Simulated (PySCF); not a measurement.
Vertical excitations of a molecule C2H6FInO from TDA-PBE0/def2-SVPD in PySCF, as energy in eV (oscillator strength): 5.50 (0.020), 5.84 (0.022), 5.85 (0.227), 6.55 (0.137), 6.83 (0.004), 6.91 (0.019), 7.18 (0.055), 7.30 (0.030), 7.36 (0.100), 7.46 (0.000). Lowest triplet (TDA): 4.48 eV. The structure is a stationary point at B3LYP-D3(BJ)/def2-SVP. The def2 effective core potentials stand for the cores of In; spin–orbit coupling is left out. The values are those of a single conformer.

### Question
Identify the compound among the candidates.
A) CC[O][InH][F]
B) C[CH2][In]([OH])[F]
C) C[O][In]([CH3])[F]

### Answer
B, C[CH2][In]([OH])[F]
